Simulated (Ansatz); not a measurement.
Basis-set extrapolation for C13H12 (`Cc1ccc(-c2ccccc2)cc1`) (PBE0-D4/def2-TZVP geometry, frozen core, Ansatz). Multiplicity 1, RHF reference.

|  | def2-TZVPP | def2-QZVPP |
| --- | --- | --- |
| HF | -499.463920 | -499.484404 |
| MP2 correlation | -2.059651 | -2.188555 |
| CCSD(T) correlation | -2.215504 | not run |

Energies in hartree. Use E(X) = E(∞) + A·exp(−7.88·√X) for Hartree–Fock and E(X) = E(∞) + B·X^(−2.97) for correlation, with X = 3 and 4, and add CCSD(T) minus MP2 of the smaller set to the MP2 limit.

Question: What is the CCSD(T) energy at the basis-set limit?

Answer: HF limit: -499.484404 + (-0.020484) × 0.13774 = -499.48723. MP2 limit: -2.188555 + (-0.128904) × 0.74074 = -2.28404. Higher-order term: -2.215504 − (-2.059651) = -0.15585. Total: -501.92712 hartree, 650.3 kJ/mol below CCSD(T)/def2-TZVPP.
